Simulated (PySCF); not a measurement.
SMILES [SiH3][SiH2][SiH2][SiH2] (H9Si4), doublet (CAM-B3LYP/def2-SVP optimised geometry):

```
13

Si     2.068     1.114     1.842
Si     1.174    -0.001     0.000
Si    -1.179    -0.001     0.000
Si    -2.049    -1.132    -1.864
H      1.714     2.563     1.882
H      1.711     0.481     3.145
H      1.662     0.656    -1.247
H      1.663    -1.410     0.004
H     -1.663    -0.653     1.252
H     -1.662     1.410     0.000
H     -3.539    -1.119    -1.850
H     -1.575    -0.479    -3.117
H     -1.582    -2.547    -1.860
```

Level of theory: unrestricted CAM-B3LYP/def2-TZVP in PySCF.

What are the frontier orbital energies (α orbitals alone; a β orbital can be the lowest empty one) and the dipole moment?

HOMO-2 -10.05 eV, HOMO-1 -9.45 eV, HOMO -7.20 eV, LUMO 0.67 eV, LUMO+1 1.13 eV; dipole moment 0.08 D.

Meta-Löwdin charges at CAM-B3LYP/def2-TZVP: Si1 0.13, Si2 0.16, Si3 0.15, Si4 0.25, H5 -0.07, H6 -0.07, H7 -0.08, H8 -0.08, H9 -0.08, H10 -0.08, H11 -0.08, H12 -0.08, H13 -0.08.
